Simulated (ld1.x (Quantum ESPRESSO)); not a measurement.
**Which change was made? (Te, TM)**

Te (Z = 52), norm-conserving Troullier–Martins (Kleinman–Bylander form), made with ld1.x (Quantum ESPRESSO) 7.5 (PBEsol, scalar-relativistic). Core [Kr] 4d10, reference 5s1 5p5. Waves: 5s (bound): rc 1.50 bohr; 5p (bound): rc 1.55 bohr; 5d channel at -0.05 Ry: rc 1.60 bohr. Local part: the d channel. Core correction: a·sin(br)/r model core inside 0.70 bohr.

Cutoffs, loose and tight: the cutoffs (Ry, on a coarse ladder) from which the occupation-weighted sum of valence levels, in a spherical-Bessel basis at the reference potential, stays within 10 and 1 mRy of its value at 400 Ry. They do not see the model core or the augmentation charge, which bear on the density cutoff. Test errors are all-electron minus pseudo excitation energies from the reference, over the configurations 5s2 5p4; 5s2 5p3; 5s2 5p2; 5s2 5p4.3; 5s2 5p3.5; 5s2 5p0; 5s2 5p1; variants that change the core or the reference have their own tests.

The base gives: outcome: generated; cutoff, loose: 60 Ry; cutoff, tight: 160 Ry; bound ghosts: s, p; largest test error (meV): -209.

**Question.** After one change the result is: outcome: generated; cutoff, loose: 120 Ry; cutoff, tight: 180 Ry; bound ghosts: s, p; largest test error (meV): -256. Which change was it?
A. all radii but the core radius scaled by about 0.95 (s 1.44, p 1.48, d 1.52 bohr)
B. non-relativistic
C. core [Ar] 3d10, valence charge 24; reference 4s2 4p6 4d10 5s2 5p4; waves now 4s (bound): rc 0.85 bohr; 4p (bound): rc 1.20 bohr; 4f channel at -0.1 Ry: rc 1.10 bohr; 4d (bound): rc 1.40 bohr; core correction none

**Answer.** A. The others give: core [Ar] 3d10, valence charge 24; reference 4s2 4p6 4d10 5s2 5p4; waves now 4s (bound): rc 0.85 bohr; 4p (bound): rc 1.20 bohr; 4f channel at -0.1 Ry: rc 1.10 bohr; 4d (bound): rc 1.40 bohr; core correction none → outcome: generated, misses its reference levels by 0.17 eV; cutoff, loose: 200 Ry; cutoff, tight: over 300 Ry; bound ghosts: none; largest test error (meV): -937 | non-relativistic → outcome: generated; cutoff, loose: 70 Ry; cutoff, tight: 160 Ry; bound ghosts: s, p; largest test error (meV): -146.
